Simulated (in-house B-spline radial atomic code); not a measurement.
## PBE hybrid excitations of the iodine ion I⁷⁺

Method: PBE hybrid with 0.5 exact exchange. Computed with an all-electron radial atomic-structure program (B-spline basis): linear response of the closed shell [Kr] 4d10 with the functional's adiabatic kernel; scalar-relativistic (spin-free one-electron X2C), finite nucleus, no spin-orbit coupling, no double excitations, S, P, D and F terms only; shells from n = 2 respond. Only terms of natural parity with L up to 3 were computed.

Command:
```bash
python run_td.py task.json out
```
Settings (radii: box in bohr, nucleus in fm):
```
Z                        53
electrons                46
configuration            [Kr] 4d10
hamiltonian              x2c
method                   pbeh
box_radius               12.81
exact_exchange_fraction  0.5
rms_radius               4.75
intervals                69
```

Cost of the run: 2.7 s on 1 thread of Intel(R) Xeon(R) Platinum 8488C (Sapphire Rapids) (shared host).

The lowest states, in the order of their Tamm-Dancoff energies; the method's threshold (minus the highest occupied level) is 146.63 eV. Labels give the largest channel, * marks a mixed state, and oscillator strengths are full-response dipole values. Semilocal kernels can invert the small singlet-triplet splittings of Rydberg terms. Energies in eV:

| state | full response | Tamm-Dancoff | oscillator strength |
| --- | --- | --- | --- |
| 4d → 5s 3D | 47.00 | 47.03 | - |
| 4d → 5s 1D | 47.92 | 47.93 | - |
| 4d → 5p 3P | 61.58 | 61.61 | - |
| 4d → 5p 3F | 62.13 | 62.15 | - |
| 4d → 5p 1F | ? | ? | - |
| 4d → 5p 1P | 63.64 | 63.72 | 1.01 |
| 4d → 4f 3P | ? | ? | - |
| 4d → 4f 3F | 77.94 | 78.00 | - |
| 4d → 4f 1F | 80.71 | 80.76 | - |
| 4d → 5d 3S | 82.82 | 82.86 | - |

Problem. Where does 4d → 5p 1F lie?

Solution. At 62.71 eV in full response, 62.71 eV in Tamm-Dancoff.

Problem. Where does 4d → 4f 3P lie?

Solution. At 75.74 eV in full response, 75.79 eV in Tamm-Dancoff.

Problem. How large is the singlet-triplet splitting of 4d → 5s (D terms) in Tamm-Dancoff?

Solution. 0.909 eV, from the unrounded values.

Problem. What polarisabilities and dispersion coefficient does the method give?

Solution. Dipole 1.039 bohr³, quadrupole 1.23 bohr⁵, C6 2.873 hartree·bohr⁶ for two such species.
